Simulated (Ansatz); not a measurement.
Molecule: CH$_{3}$AlBr$_{2}$O, net charge 0, singlet state. SMILES: C[O][Al]([Br])[Br]
Coordinates optimised at B3LYP-D3(BJ)/def2-TZVP (Ansatz, a program for electronic structure):
```
O
C 1 1.4129
H 2 1.0921 1 109.41
H 2 1.0921 3 108.51 1 -119.31
H 2 1.0938 3 108.68 4 -118.03
Al 1 1.6686 2 135.92 3 120.62
Br 6 2.2378 1 118.99 2 -180.00
Br 6 2.2496 1 120.30 2 0.00
```
Charge 0, spin multiplicity 1.

Parts of the frozen-core correlation energy in def2-QZVPP (Ansatz, hartree). Frozen orbitals: 35; correlated occupied orbitals by spin: 15 and 15; virtual: 402 and 402. Spin-orbit coupling is left out. No relativistic terms.

```csv
term,value
reference (HF),-5501.59569
MP2 opposite-spin,-0.66449
MP2 same-spin,-0.20282
CCSD correlation,-0.90379
(T),-0.03814
T1 diagnostic,0.010
largest doubles amplitude,0.017
```
